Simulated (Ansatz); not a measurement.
Geometry optimisation, RKS B3LYP/6-31G (Ansatz).

Input:

```yaml
crystal:
  periodic: [false, false, false]
  atoms:
    - { symbol: O, position_ang: [0.94302, -1.3598, -0.59227] }
    - { symbol: C, position_ang: [1.03457, -0.16224, -0.38247] }
    - { symbol: Al, position_ang: [-0.78404, 0.3844, 0.34574] }
    - { symbol: Cl, position_ang: [-2.18434, -1.04375, 0.53138] }
    - { symbol: H, position_ang: [2.00621, 0.32732, -0.61886] }
    - { symbol: H, position_ang: [-1.01543, 1.85407, 0.71649] }
basis:
  gaussian: { orbitals: "6-31G" }
hamiltonian:
  xc: b3lyp
relax:
  f_tol: 0.02
  max_steps: 40
scf:
  lower_state_search: "off"
output:
  orbitals: {}
```

Run as:

```bash
$ ansatz run input.yaml --threads 1 --pin off --max-ram 2048MiB --backend cpu --events-out ev --progress --plain --runs-dir out
```

**Question.** Where does it end, and by what steps?

**Answer.** It converged. Limits of this set-up: no polarisation functions. After 10 steps the energy has fallen by 0.602 eV; O1 moved furthest, 0.30 Å.

```json
{"step": "0", "energy less start (eV)": "0.0000", "largest force component (eV/Å)": "3.038", "accepted": "yes"}
{"step": "1", "energy less start (eV)": "-0.5707", "largest force component (eV/Å)": "0.703", "accepted": "yes"}
{"step": "2", "energy less start (eV)": "-0.5495", "largest force component (eV/Å)": "1.096", "accepted": "no"}
{"step": "3", "energy less start (eV)": "-0.5861", "largest force component (eV/Å)": "0.520", "accepted": "yes"}
{"step": "4", "energy less start (eV)": "-0.5984", "largest force component (eV/Å)": "0.339", "accepted": "yes"}
{"step": "5", "energy less start (eV)": "-0.6001", "largest force component (eV/Å)": "0.272", "accepted": "yes"}
{"step": "6", "energy less start (eV)": "-0.6015", "largest force component (eV/Å)": "0.172", "accepted": "yes"}
{"step": "7", "energy less start (eV)": "-0.6017", "largest force component (eV/Å)": "0.139", "accepted": "yes"}
{"step": "8", "energy less start (eV)": "-0.6019", "largest force component (eV/Å)": "0.027", "accepted": "yes"}
{"step": "9", "energy less start (eV)": "-0.6019", "largest force component (eV/Å)": "0.041", "accepted": "no"}
{"step": "10", "energy less start (eV)": "-0.6020", "largest force component (eV/Å)": "0.005", "accepted": "yes"}
```

```xyz
6
Properties=species:S:1:pos:R:3
O 1.192 -1.478 -0.710
C 1.030 -0.285 -0.405
Al -0.729 0.428 0.332
Cl -2.347 -1.033 0.595
H 1.878 0.424 -0.540
H -1.023 1.944 0.728
```

Whether the end is a true minimum wasn't checked by a vibrational analysis.

The run took 15 s on 1 thread of INTEL(R) XEON(R) PLATINUM 8581C CPU @ 2.10GHz (Emerald Rapids), with other jobs on the host, peak memory 0.17 GiB.
